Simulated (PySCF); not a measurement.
**TiH2, broken-symmetry Ms = 0: computed properties**

These are results of UPBE in PySCF with Ti def2-TZVP, H def2-TZVP; no relativity; density-fitted integrals, not measurements.

The structure is a minimum.

```
Point group                                                                   : C2v
Bond lengths                                                                  : Ti–H 1.739 Å (×2)
Bond angles                                                                   : H–Ti–H 120.2°
Dipole moment                                                                 : 2.69 D
Principal quadrupole moments (Buckingham, traceless) about the centre of mass : -4.77, 0.54, 4.23 D Å
Spin squared ⟨S²⟩                                                             : 0.995
Zero-point energy                                                             : 22.8 kJ/mol
Highest occupied level (α)                                                    : -4.03 eV
Enthalpy at 298.15 K above 0 K                                                : 10.32 kJ/mol
Principal polarisabilities                                                    : 47.7, 50.8, 57.1 bohr³
Rotational symmetry number                                                    : 2
Rotational constants                                                          : 11.58, 3.68, 2.793 cm⁻¹
Lowest empty level (α)                                                        : -3.39 eV
Atomisation energy without zero-point energy                                  : 514 kJ/mol
Entropy at 298.15 K and 1 bar                                                 : 217.5 J/(mol K)
Heat capacity Cp at 298.15 K                                                  : 37.8 J/(mol K)
```

Harmonic modes (masses in u: Ti 47.948, H 1.008):
```csv
symmetry,ω (cm⁻¹),IR (km/mol),type
a1,623,83.8,bend
b2,1596,457,stretch
a1,1599,140,stretch
```

In C2v the vibrations span 2a1 + b2. Here b1 is antisymmetric to the molecular plane and b2 lies in it.

Charges (e):
```tsv
atom	Mulliken	Löwdin	polar tensor	spin (Mulliken)	Mayer order to Ti1
Ti1	0.37	0.31	0.75	0.00	–
H2,3	-0.18	-0.15	-0.38	0.00	0.96
```

Mulliken populations on Ti1: s 6.94, p 12.23, d 2.46, f 0.00.

The determinant is spin-contaminated (⟨S²⟩ = 1.00, pure value 0.00). This need not be the most stable arrangement of these atoms. At this level a triplet minimum of C2v symmetry lies 36 kJ/mol below this structure.

The final relaxation and frequency run took 14 s on 2 threads of a shared Arm Neoverse V1 host, with 57 basis functions and 10 gradients; the process peaked at 0.65 GiB. Launch command: `OMP_NUM_THREADS=2 python axn.py task.json out`.
